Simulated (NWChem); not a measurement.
CHBClNO2; SMILES O=C=NB(O)Cl

```xyz
7

B      0.3634    -0.4954     0.3771
Cl    -1.1339    -1.4494     0.2882
N      0.4166     0.7820    -0.2239
C      0.2402     1.8193    -0.7932
O      0.0982     2.8379    -1.3407
O      1.4446    -0.9796     1.0114
H      1.3017    -1.8560     1.3845
```
Atoms are numbered in this order, from 1.

Level: PBE0/def2-SVP (NWChem), optimised geometry, unscaled harmonic frequencies. 

**Question.** List the harmonic frequencies with IR intensities, and the thermochemistry.

**Answer.** 
```csv
frequency (cm⁻¹),IR intensity (km/mol)
36,0.4
97,1.1
317,15.2
399,1.6
559,7.4
585,31.6
592,134.5
610,18.2
632,43.1
899,237.6
1147,395.4
1386,356.9
1672,227.7
2514,1685.5
3913,145.3
```

The zero-point energy is 21.9 kcal/mol. The thermal correction to the enthalpy at 298.15 K (with zero-point energy) is 26.3 kcal/mol, the heat capacity Cv comes out as 19.1 cal/(mol K) and the entropy at 298.15 K and 1 atm (symmetry number 1) is 81.4 cal/(mol K). The dipole moment is 2.37 D.

Rigid rotor and harmonic oscillator; modes under 100 cm⁻¹ make the entropy uncertain.
